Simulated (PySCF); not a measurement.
This PySCF input asks for the NMR shieldings of `InChI=1S/C5H8BF3O/c1-4(7)5(2,3-10)6(8)9/h3-4H,1-2H3/t4-,5+/m1/s1`; the geometry comes from GFN2-xTB.

```python
import basis_set_exchange as bse
import numpy as np
from pyscf import gto, dft
from pyscf.prop import nmr

atoms = """
C     2.015833   -0.368183    0.401885
C     0.701952   -0.858896   -0.181845
F     0.314625   -1.995013    0.506390
C    -0.457507    0.171009   -0.112172
C    -1.772270   -0.511224   -0.549016
C    -0.187466    1.302955   -1.080316
O     0.833894    1.503601   -1.671004
B    -0.603442    0.752221    1.380433
F    -1.444288    0.252755    2.250603
F     0.087249    1.779028    1.820222
H     2.770137   -1.143621    0.292139
H     1.899406   -0.144502    1.459868
H     2.339948    0.523791   -0.123493
H     0.833869   -1.173518   -1.225422
H    -2.592396    0.202043   -0.543543
H    -1.667013   -0.922638   -1.550554
H    -2.011470   -1.319026    0.136778
H    -1.069820    1.955535   -1.222608
"""
names = dict.fromkeys(["C", "F", "O", "B", "H"], "pcSseg-1")
basis = {el: gto.basis.parse(bse.get_basis(n, elements=[el], fmt="nwchem")) for el, n in names.items()}
mol = gto.M(atom=atoms, basis=basis, charge=0, verbose=0)
mf = dft.RKS(mol, xc="PBE0")
mf.grids.level = 2
mf.grids.alignment = dft.numint.BLKSIZE   # the property module wants whole blocks of grid points
mf.conv_tol = 1e-9
mf.kernel()

calc = nmr.RKS(mf)   # GIAO
C = mf.mo_coeff
Co = C[:, mf.mo_occ > 0]
resp = mf.gen_response(singlet=True, hermi=2)
def vind(x):   # induced exchange potential for any number of trial vectors
    d = np.einsum("pi,xij,qj->xpq", C, 2 * x.reshape(-1, C.shape[1], Co.shape[1]), Co, optimize=True)
    return np.einsum("xpq,pi,qj->xij", resp(d - d.transpose(0, 2, 1)), C, Co, optimize=True).ravel()
mo1, _ = nmr.rhf.solve_mo1(calc, with_cphf=vind)
sigma = calc.kernel(mo1)
for i, s in enumerate(sigma):   # ppm
    print("%2d %-2s %9.2f" % (i, mol.atom_pure_symbol(i), np.trace(s) / 3))
```

Task: What does it print?

Result: 
```
 0 C     163.46
 1 C      90.18
 2 F     379.14
 3 C     130.49
 4 C     171.30
 5 C     -18.67
 6 O    -339.15
 7 B      74.65
 8 F     228.53
 9 F     225.85
10 H      29.88
11 H      30.74
12 H      29.39
13 H      26.97
14 H      30.24
15 H      30.82
16 H      29.41
17 H      21.95
```

These numbers come from an equivalent density-fitted implementation of the same equations, which agrees with the script to about 0.01 ppm for H and up to a few tenths of a ppm for heavy atoms, so last digits may differ.

Size and cost of the density-fitted run: 210 basis functions, 54 s wall time on 1 thread of an Arm Neoverse V1, shared host; peak memory 0.93 GiB.
